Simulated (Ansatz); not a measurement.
Total energies of Cs₈F₈ (relaxed from a model of 2x2x4 CsF rock-salt block, whose bonding it doesn't keep) from Ansatz at PBE0-D4/def2-SVP, gas phase (1 Eh = 27.2114 eV = 2625.5 kJ/mol). The reference geometry is relaxed at r2SCAN-D4/def2-SVP.

```xyz
16

Cs   -3.4934   -3.0648   -1.0957
F    -1.5063   -1.1143   -1.4812
Cs    0.4085    0.8746   -2.3913
F     2.4327    2.8227   -2.5976
F    -1.6898   -4.1679    0.6367
Cs    0.5049   -2.5293   -0.0206
F     2.2926   -0.3099   -0.5950
Cs    4.3736    1.4712   -1.2272
F    -4.0783   -1.6318    1.1572
Cs   -2.4329    0.5904    0.6202
F    -0.2374    2.3763   -0.0442
Cs    1.5417    4.4771   -0.6125
Cs   -2.4221   -2.8831    2.9355
F    -0.5488   -0.9524    2.1203
Cs    1.5196    1.0638    1.7915
F     3.3354    2.9776    0.8037
```

```json
{"state": "charge 0 singlet", "geometry": "reference", "energy (Eh)": "-959.42348"}
{"state": "charge 1 doublet", "geometry": "reference", "energy (Eh)": "-959.13485"}
{"state": "charge -1 doublet", "geometry": "reference", "energy (Eh)": "-959.42107"}
{"state": "free Cs atom (doublet)", "geometry": "–", "energy (Eh)": "-20.13995"}
{"state": "free F atom (doublet)", "geometry": "–", "energy (Eh)": "-99.54906"}
```

In the def2 sets Cs takes a core potential; there is no spin–orbit coupling.

**Question.** Work out the vertical ionisation energy to the doublet.

**Answer.** E(charge 1 doublet) − E(charge 0 singlet) = -959.13485 − (-959.42348) = 0.28863 Eh = 7.85 eV. For comparison, −ε of the highest occupied level is 6.61 eV at this level, 1.24 eV less.

**Question.** Work out the vertical electron affinity, to the doublet.

**Answer.** E(charge 0 singlet) − E(charge -1 doublet) = -959.42348 − (-959.42107) = -0.00241 Eh = -0.07 eV; so near zero that its sign isn't settled. The basis lacks diffuse functions, which makes affinities too small.

**Question.** Give the fundamental gap IE − EA, the Mulliken electronegativity (IE + EA)/2 and the hardness (IE − EA)/2.

**Answer.** From the values in Eh: IE − EA = 0.28863 − (-0.00241) = 0.29104 Eh = 7.92 eV; (IE + EA)/2 = 3.89 eV; (IE − EA)/2 = 3.96 eV. The HOMO–LUMO gap of the same run is 6.25 eV, 1.67 eV smaller than the fundamental gap.

**Question.** What is the binding energy per atom against free atoms?

**Answer.** Atoms: 8 × (-20.13995) + 8 × (-99.54906) = -957.51208 Eh. Binding: -957.51208 − (-959.42348) = 1.91140 Eh = 52.01 eV, or 3.25 eV for each of 16 atoms (no zero-point energy, no counterpoise term).

At PBE0-D4/def2-SVP the highest occupied level of the charge -1 doublet lies above zero (up to 0.57 eV). Energy differences disagree on whether the electron is bound (positive means bound): -0.07 eV (vertical, to the charge 0 singlet, at PBE0-D4/def2-SVP), but 0.09 eV at PBE-D4/def2-SVP.
